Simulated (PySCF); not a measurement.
ClHfO, neutral, multiplicity 2. Atoms are numbered in the order given.

```xyz
3

Hf     0.1994    -0.3317     0.0000
O     -1.2835    -1.2585     0.0000
Cl    -0.2403     1.9972     0.0000
```
Charge 0, spin multiplicity 2.

Coordinates come from a B3LYP-D3(BJ)/def2-TZVP optimisation. The multiplicity is an assumed one; other spin states were not compared. The def2 effective core potentials stand for the cores of Hf; spin–orbit coupling is left out.

Calculation: r2SCAN/def2-TZVPD (PySCF).

Mulliken values depend strongly on the basis, most of all with diffuse functions as here. ESP charges are fitted to the potential on shells at 1.4 to 2.0 van der Waals radii. Atomic charges (e):

```tsv
atom	ESP fit	Mulliken	Mulliken spin
Hf1	(withheld)	1.04	1.09
O2	(withheld)	-0.59	-0.06
Cl3	(withheld)	-0.45	-0.03
```

Problem. Some entries are withheld; supply them. (Estimate from the structure and the level; the computed values follow.)

Solution. 
- Hf1, ESP fit: 0.87
- O2, ESP fit: -0.55
- Cl3, ESP fit: -0.32
